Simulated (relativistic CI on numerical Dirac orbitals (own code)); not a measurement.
# Ni⁺ in a cubic cluster: 3p photoemission with charge transfer

Computed with a charge-transfer multiplet model of a cubic metal-ligand cluster with up to one ligand hole, Slater and spin-orbit integrals from Dirac-Coulomb-Breit ions, Slater integrals scaled by 0.8. The ground state mixes d9 with configurations of k ligand holes L, whose averages lie at kΔ + k(k − 1)U_dd/2; a core hole lowers each added d electron by U_cd. 300 K, Lorentzian 0.9 eV and Gaussian 0.8 eV FWHM.

Atomic integrals in eV (Slater integrals scaled, ζ unscaled), ground: F2dd 9.736, F4dd 6.042, zeta_d 0.072; with the core hole: F2dd 9.736, F4dd 6.042, zeta_d 0.080, zeta_core 1.430, F2cd 10.863, G1cd 13.457, G3cd 8.141.

Cluster parameters (eV): Δ = 7.7, U_dd = 7.5, 10Dq = 1.05, 10Dq(ligand) = 0.7, V(eg) = 2.2, V(t2g) = -1.07, final-state hopping factor = 0.8.

```
          Case   n_d    d9  d10L     S
 U_cd = 7.4 eV  9.06  0.94  0.06  0.50
   U_cd = 8 eV  9.06  0.94  0.06  0.50
 U_cd = 9.2 eV  9.06  0.94  0.06  0.50
 U_cd = 9.8 eV  9.06  0.94  0.06  0.50
U_cd = 10.4 eV  9.06  0.94  0.06  0.50
```

Weights, n_d and S are thermal averages at 300 K. Binding energies count from the first peak over 30 % of the highest in each spectrum, which can be another peak from case to case. The parameters are a model scan and need not match a compound or its usual spin state. Peaks in eV (height, largest 100):
- U_cd = 7.4 eV: 0.0 (100), 3.4 (35), 5.6 (34), 11.8 (25)
- U_cd = 8 eV: 0.0 (100), 5.6 (33), 11.8 (25)
- U_cd = 9.2 eV: 0.0 (100), 6.3 (37), 11.9 (26)
- U_cd = 9.8 eV: 0.0 (100), 6.4 (42), 12.1 (27)
- U_cd = 10.4 eV: 0.0 (100), 2.1 (47), 6.6 (46), 12.4 (28)

For the case U_cd = 9.2 eV, Δ = 7.7 eV is larger than U_dd = 7.5 eV, the Mott-Hubbard side of the Zaanen-Sawatzky-Allen scheme. With the core hole the configuration with one ligand hole lies at Δ − U_cd = 0.3, -0.3, -1.5, -2.1, -2.7 eV from the one without, in the order of the table; where this is negative the screened configuration lies lower, though the effective hopping of about 1.7 eV (from the holes of the mixed ground state) mixes the two strongly wherever it is as large as the gap.
